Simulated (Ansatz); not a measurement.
Program: Ansatz. Geometries: PBE0-D4/def2-TZVP. ΔE: electronic, gas phase. CBS: MP2 limit from def2 TZ/QZ plus the TZ coupled-cluster correction, frozen cores. This one scheme is used for every species. Functionals use def2-TZVPP. def2 core potentials past Kr. For Cd outer-core shells are correlated without core-valence functions, which leaves a few kJ/mol of doubt a bond. Each species was taken in one conformer, which may not be the lowest.

`[SiH3][O][Cd][O][SiH3]` + `O[SiH](Cl)Cl` → `[SiH3]O[SiH](Cl)Cl` + `[OH][Cd][O][SiH3]`  (ligand exchange at the Si–O bond)

| level | ΔE (kJ/mol) |
| --- | --- |
| PBE-QIDH | 5.9 |
| CCSD(T)/def2-SVP | 10.3 |
| MP2/CBS(def2) | -0.1 |
| CCSD/CBS(def2) | 0.5 |

Question: What does CCSD(T)/CBS give? (Estimate.)

Answer: The calculation gave: +0.3 kJ/mol. The listed levels differ from it by 5.6, 10.0, -0.4, 0.2 kJ/mol.

Largest T1 diagnostic among the species: 0.016.

Leaving LDA and LC-ωPBE aside and taking each functional with its dispersion term where it has one, the values, not all of them listed here, spread over 9.8 kJ/mol, from BLYP-D4 to PBE-QIDH. At CCSD(T), def2-SVP lies +10.0 kJ/mol from the extrapolated value and def2-TZVPP +4.1 kJ/mol. The D4 term adds −3.6 kJ/mol with B3LYP and −2.2 kJ/mol with PBE0; it sums over pairs of atoms, weighted by their polarisabilities, and B3LYP, whose exchange is more repulsive, gets the larger term.

B3LYP here is the variant with VWN-RPA as its local correlation; programs differ in this.
